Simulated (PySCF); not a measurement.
## Basis and Hamiltonian dependence of the excitation energy of Si²⁺

Si²⁺ [Ne] 3s2 (1S) → Si²⁺ [Ne] 3s1 3d1, s spin flipped. Calculated with PySCF 2.14 from differences of total energies of unrestricted determinants, without spin-orbit coupling. Values in eV.

```json
{"basis": "ANO-RCC-VTZP", "Hamiltonian": "spin-free X2C", "functions": "34", "UHF": "17.601", "r2SCAN": "17.166", "PBE0": "17.528", "MP2 (valence)": "17.830"}
{"basis": "aug-cc-pV(Q+d)Z", "Hamiltonian": "non-relativistic", "functions": "89", "UHF": "17.359", "r2SCAN": "16.930", "PBE0": "17.271", "MP2 (valence)": "17.584"}
{"basis": "aug-cc-pCVTZ-DK with one added diffuse shell each of s, p, d, f type", "Hamiltonian": "spin-free X2C", "functions": "91", "UHF": "17.498", "r2SCAN": "17.062", "PBE0": "17.417", "MP2 (valence)": "17.744"}
{"basis": "dyall-acv3z", "Hamiltonian": "spin-free X2C", "functions": "113", "UHF": "17.403", "r2SCAN": "16.986", "PBE0": "17.308", "MP2 (valence)": "17.652"}
```

Frozen in the all-electron rows: valence: [Ne].

In the upper determinant the s electron has its spin opposite to the other open shell, which mixes two multiplicities.
